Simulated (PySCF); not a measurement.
Compound: C4H5F3O.
Cartesian coordinates in Å at the GFN2-xTB level; atoms count from 1:
```xyz
13
C4H5F3O angstrom
C      2.2138   -0.6335   -0.1408
O      0.8455   -0.4554    0.1633
C      0.1763    0.4958   -0.4855
C     -1.1246    0.7227   -0.2848
F     -1.7303    1.7181   -0.9825
C     -2.0386   -0.0097    0.6485
F     -1.6042    0.0588    1.9323
F     -2.0997   -1.3330    0.3526
H      2.7861   -0.5320    0.7832
H      2.3538   -1.6407   -0.5390
H      2.5683    0.0974   -0.8704
H      0.7094    1.1132   -1.2031
H     -3.0602    0.3987    0.6084
```

The geometry is computed with GFN2-xTB (gas phase).

Take the most abundant isotopes and a rigid rotor. The values belong to one conformer with, in the numbering `[CH3:1][O:2]/[CH:3]=[C:4](/[F:5])[CH:6]([F:7])[F:8]`, C1–O2–C3–C4 179°, C3–C4–C6–F7 59°.

(1) What are A, B and C (MHz)?

(2) Classify the top.

(3) What does the inertial defect say?

(4) Give the other two planar moments, Paa and Pbb, and the rms extents of the mass along the axes.

Results:

(1) Ia = 198.67, Ib = 344.75, Ic = 451.34 u·Å²; 505379 MHz·u·Å²/I gives A = 2544, B = 1466, C = 1120 MHz.

(2) An asymmetric top; Ray's κ = -0.514.

(3) Not planar: Δ = Ic − Ia − Ib = -92.08 u·Å². For a rigid frame Δ = −2 Σ m c², so Σ m c² = 46.04 u·Å² lies off the ab plane: 1.60 from hydrogen and 44.44 from heavier atoms. The atom farthest from that plane is 1.08 Å away.

(4) Paa = Σ m a² = (Ib + Ic − Ia)/2 = 298.71 and Pbb = Σ m b² = (Ia + Ic − Ib)/2 = 152.63 u·Å². With the mass M = 126.03 u, the rms extents √(P/M) along a, b and c are 1.54, 1.10, 0.60 Å.

No GFN2-xTB frequencies stand behind this structure, so it isn't proved a minimum. Constants of a rigid frame at the computed geometry: no zero-point averaging, no centrifugal distortion.
